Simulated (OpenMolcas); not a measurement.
Cl⁺: the spin-orbit constant, Slater's ratio, thermal populations, worked from levels

```json
{"Program": "OpenMolcas 26.06", "Basis": "ANO-RCC-VTZP [5s4p2d1f]", "Scalar Hamiltonian": "X2C, point nucleus", "Active space": "4 electrons in 3 orbitals (3p)", "State averaging": "2S+1 = 3 even, 3 roots; 2S+1 = 1 even, 6 roots", "Spin-orbit coupling": "RASSI with atomic mean-field integrals over the reference wave functions, term energies averaged over their components"}
```

Methods: CASSCF; SS-CASPT2, IPEA 0.25 Eh, imaginary shift 0.1 Eh (closed shells correlated: 2s 2p 3s). Measured levels: NIST Handbook of Basic Atomic Spectroscopic Data.

**The spin-orbit constant.** For the Hund term ³P of p4, E(J) = (A/2) J(J+1) + constant and ζ = -2S·A = -2A. From J = 0 to J = 2 the energy changes by 3 A.

```json
{"Source": "CASSCF", "E(2) - E(0)": "-941.1", "A": "-313.7", "ζ": "627"}
{"Source": "SS-CASPT2", "E(2) - E(0)": "-939.1", "A": "-313.0", "ζ": "626"}
{"Source": "measured", "E(2) - E(0)": "-996.5", "A": "-332.2", "ζ": "664"}
```

All in cm-1. SS-CASPT2 is off by -5.8 % and CASSCF by -5.6 %. Both methods take the spin-orbit matrix elements from the reference wave functions, so the second can move ζ only through the term energies and any multistate remixing. Second-order mixing with other terms is absorbed into this ζ.

**Slater's ratio.** With one set of orbitals, p4 has ¹D - ³P = 6 F2 and ¹S - ¹D = 9 F2 (F2 = F²/25), a ratio of 3/2. Term energies are centres of gravity, weighted by 2J + 1.

| Source | ¹D - ³P | ¹S - ³P | F2 from the first | Ratio |
| --- | --- | --- | --- | --- |
| CASSCF | 14104 | 35121 | 2351 | 1.490 |
| SS-CASPT2 | 11794 | 29325 | 1966 | 1.486 |
| measured | 11311 | 27535 | 1885 | 1.434 |

Energies in cm-1. A ratio away from 3/2 shows effects beyond one configuration with one set of orbitals, and in heavier atoms second-order spin-orbit shifts.

**Thermal populations.** Z = Σ (2J + 1) exp(-E/kT) with k = 0.695035 cm-1/K, over the levels below. No other level of either list lies under 90000 cm-1, which is above 7 kT at each temperature.

```
      Level  2J + 1  SS-CASPT2  measured
3s² 3p⁴ ³P₂       5        0.0       0.0
3s² 3p⁴ ³P₁       3        650       696
3s² 3p⁴ ³P₀       1        939       996
3s² 3p⁴ ¹D₂       5      12120     11654
3s² 3p⁴ ¹S₀       1      29650     27878
```

| T (K) | Z, SS-CASPT2 | Z, measured levels | Ground level (%), SS-CASPT2 | Ground level (%), measured levels |
| --- | --- | --- | --- | --- |
| 5000 | 8.405 | 8.381 | 59.5 | 59.7 |
| 8000 | 9.084 | 9.104 | 55.0 | 54.9 |
| 12000 | 9.866 | 9.919 | 50.7 | 50.4 |

At 12000 K, kT = 8340 cm-1, and the computed levels give Z = 5.000 + 2.775 + 0.894 + 1.169 + 0.029 = 9.866.

Term energies are means over components that CASPT2 splits; among the terms shown or strongly mixed into the levels shown the widest spread is 130 cm-1 (3s² 3p⁴ ¹D, SS-CASPT2). With the s shell closed, the reference lacks s² → p² mixing. Without dynamic correlation excited terms often stand tens of per cent too high (terms of higher spin than the ground term too low), and those without a measured partner can miss by more than the paired ones (holds for CASSCF). Measured partners are found by configuration, term and J. A level has none where our copy of the source lacks it or the pairing is in doubt (some pairs that miss far off the trend of their configuration count as doubtful), and it then counts in no deviation. Levels of configurations outside the active space are missing.
